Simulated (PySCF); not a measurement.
Pb⁸¹⁺ (lead, charge +81) across methods

1s1, 2S determinant. Calculation: PySCF 2.14, in an uncontracted even-tempered set (16 s from 270 bohr⁻², ratio 2.2; 7 p from 400 bohr⁻², ratio 2.4; 4 d from 1200 bohr⁻², ratio 2.4; 3 f from 1800 bohr⁻², ratio 2.4; 3 g from 2700 bohr⁻², ratio 2.4); scalar relativity by spin-free X2C-1e.

```
 method  E (hartree)  mean ε 1s α (eV)  Σ⟨r²⟩ (bohr²)   ⟨S²⟩
  B97-3     -3731.06         -101048.9      0.0003184  0.750
    UHF  -3730.57463         -101514.1      0.0003182  0.750
 r2SCAN     -3731.10         -100954.2      0.0003183  0.750
    LDA     -3726.55         -100784.1      0.0003190  0.750
r2SCAN0     -3730.97         -101094.2      0.0003183  0.750
    PBE     -3731.01         -100886.0      0.0003185  0.750
   PBE0     -3730.90         -101043.0      0.0003184  0.750
```

For one electron the Hartree and exchange-correlation energies should cancel; what remains is the self-interaction error.
